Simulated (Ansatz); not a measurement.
`[SiH3][SiH]1OPS1` from Hartree–Fock to CCSD(T)

```tsv
atom	x (Å)	y (Å)	z (Å)
Si1	-0.358	0.254	1.613
Si2	0.902	0.231	-0.362
O3	0.806	-1.245	-1.151
P4	-0.243	-0.874	-2.386
S5	-0.063	1.244	-1.986
H6	-0.396	1.650	2.125
H7	0.249	-0.628	2.646
H8	-1.741	-0.204	1.320
H9	2.314	0.642	-0.151
H10	-1.471	-1.069	-1.669
```

Total charge 0; spin multiplicity 1. The structure was optimised at the PBE0-D4/def2-TZVP level. Frozen core, restricted reference, Ansatz 0.2.0. CBS rows extrapolate triple and quadruple zeta; past MP2 they add the triple-zeta difference.

```
     basis      HF (Eh)  MP2 corr.  CCSD corr.       (T)  CCSD(T) total
  def2-SVP            ?          ?    -0.67432  -0.02117              ?
def2-TZVPP            ?   -0.79246    -0.85152  -0.03869              ?
def2-QZVPP  -1394.10946          ?           –         –              –
 CBS(def2)  -1394.11537   -0.90789    -0.96695     as TZ    -1395.12101
```

(1) Fill in the withheld values. (Best estimate.)

Answers

(1) Computed: def2-SVP HF (Eh): -1393.48788; def2-SVP MP2 corr.: -0.61163; def2-SVP CCSD(T) total: -1394.18337; def2-TZVPP HF (Eh): -1394.06652; def2-TZVPP CCSD(T) total: -1394.95673; def2-QZVPP MP2 corr.: -0.85877.
